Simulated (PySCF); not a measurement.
Geometry:
| atom | x (Å) | y (Å) | z (Å) |
| --- | --- | --- | --- |
| Si1 | 3.193 | 0.798 | 0.678 |
| C2 | 1.877 | -0.532 | 0.873 |
| Si3 | 0.219 | -0.134 | 0.078 |
| C4 | -1.080 | -1.483 | 0.314 |
| C5 | -2.471 | -0.905 | 0.038 |
| O6 | -2.775 | 0.217 | 0.824 |
| C7 | -2.098 | 1.396 | 0.472 |
| C8 | -0.612 | 1.379 | 0.840 |
| H9 | 3.478 | 1.040 | -0.770 |
| H10 | 2.728 | 2.086 | 1.281 |
| H11 | 4.469 | 0.403 | 1.350 |
| H12 | 2.265 | -1.472 | 0.444 |
| H13 | 1.717 | -0.713 | 1.950 |
| H14 | 0.419 | 0.101 | -1.391 |
| H15 | -1.039 | -1.844 | 1.356 |
| H16 | -0.891 | -2.351 | -0.339 |
| H17 | -2.567 | -0.652 | -1.039 |
| H18 | -3.251 | -1.650 | 0.262 |
| H19 | -2.619 | 2.210 | 0.999 |
| H20 | -2.214 | 1.589 | -0.616 |
| H21 | -0.512 | 1.322 | 1.938 |
| H22 | -0.129 | 2.317 | 0.522 |

Geometry: PBE0-D3(BJ)/def2-SVP; GIAO shifts from PySCF 2.14.0 with density-fitted response routines, gas phase, non-relativistic, averaged over equivalent atoms.

At PBE0/pcSseg-1 (220 basis functions, 40 s wall time on 1 thread of an Intel Xeon 6975P-C, shared host):
```json
{"atoms": "Si3", "δ (ppm)": "-21.5"}
{"atoms": "Si1", "δ (ppm)": "-70.9"}
{"atoms": "C5/C7", "δ (ppm)": "69.3"}
{"atoms": "C4/C8", "δ (ppm)": "14.9"}
{"atoms": "C2", "δ (ppm)": "-10.1"}
{"atoms": "O6", "δ (ppm)": "52.9"}
{"atoms": "H18/H19", "δ (ppm)": "4.23"}
{"atoms": "H14", "δ (ppm)": "4.19"}
{"atoms": "H9/H10/H11", "δ (ppm)": "3.94"}
{"atoms": "H17/H20", "δ (ppm)": "3.19"}
{"atoms": "H15/H21", "δ (ppm)": "0.78"}
{"atoms": "H16/H22", "δ (ppm)": "0.56"}
{"atoms": "H12/H13", "δ (ppm)": "-0.26"}
```

Shifts are taken against calculated references (same method and geometry level): TMS for ²⁹Si (σref 351.99), ¹³C (σref 184.41), ¹H (σref 31.27); ¹⁷O (σref 334.56) against H2O.

Question: Estimate the result of repeating the calculation with KT2/pcSseg-1.

Answer: 
```
     atoms  δ at KT2/pcSseg-1  change
       Si3              -24.3    -2.8
       Si1              -74.4    -3.5
     C5/C7               71.9    +2.6
     C4/C8               16.8    +1.9
        C2               -8.6    +1.5
        O6               69.3   +16.4
   H18/H19               4.39   +0.16
       H14               4.27   +0.08
H9/H10/H11               3.97   +0.03
   H17/H20               3.40   +0.21
   H15/H21               0.86   +0.08
   H16/H22               0.73   +0.17
   H12/H13              -0.17   +0.09
```

δ = σ(ref) − σ, references computed at the same level: ²⁹Si (σref 361.05) and ¹³C (σref 183.22) and ¹H (σref 31.18) vs TMS; ¹⁷O (σref 330.66) vs H2O.

The largest change is at O6 (ether oxygen). Cost: 220 basis functions, 41 s wall time on 1 thread of an Intel Xeon 6975P-C, shared host. The order of the carbon signals is the same at both levels.

Experimental scales use liquid or dissolved standards, which lie at an offset from isolated H2O (liquid H2O: subtract about 36 ppm).
